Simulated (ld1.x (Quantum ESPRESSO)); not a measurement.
# An all-electron radial function and its pseudo partner (Sm (Z = 62))

Columns: radius, all-electron u(r) and pseudo u(r) of the 4f shell (level -7.96 eV) of samarium in the configuration [Kr] 4d10 4f5 5s2 5p6 5d1 6s2 6p0; PBE, scalar-relativistic, TM scheme, ld1.x (Quantum ESPRESSO) 7.5.

```csv
r (bohr),all-electron,pseudo
0.148,0.1748,0.0475
0.295,0.6370,0.4485
0.443,0.9517,0.9801
0.590,1.0467,1.1163
0.738,1.0084,1.0224
0.885,0.9140,0.9141
1.033,0.8039,0.8039
1.180,0.6976,0.6976
1.328,0.6002,0.6002
1.475,0.5146,0.5146
1.623,0.4398,0.4398
1.770,0.3759,0.3759
1.918,0.3210,0.3210
2.065,0.2747,0.2747
2.213,0.2351,0.2351
2.360,0.2019,0.2019
2.508,0.1735,0.1735
2.655,0.1496,0.1496
2.802,0.1293,0.1293
2.950,0.1119,0.1119
3.098,0.0971,0.0971
3.245,0.0845,0.0845
3.393,0.0736,0.0736
3.540,0.0643,0.0643
3.688,0.0562,0.0562
3.835,0.0493,0.0493
```

(1) How many radial nodes do the two functions have?

(2) At about which radius was the pseudo-wave matched?

(3) Is the pseudo-wave norm-conserving?

Answers

(1) The all-electron 4f function has n − l − 1 = 0; the pseudo-wave has 0.

(2) 0.95 bohr, where the columns begin to agree (steps of 0.15 bohr).

(3) Yes: the TM scheme keeps the norm inside the radius equal to the all-electron one, which fixes the energy derivative of the logarithmic derivative at the level.
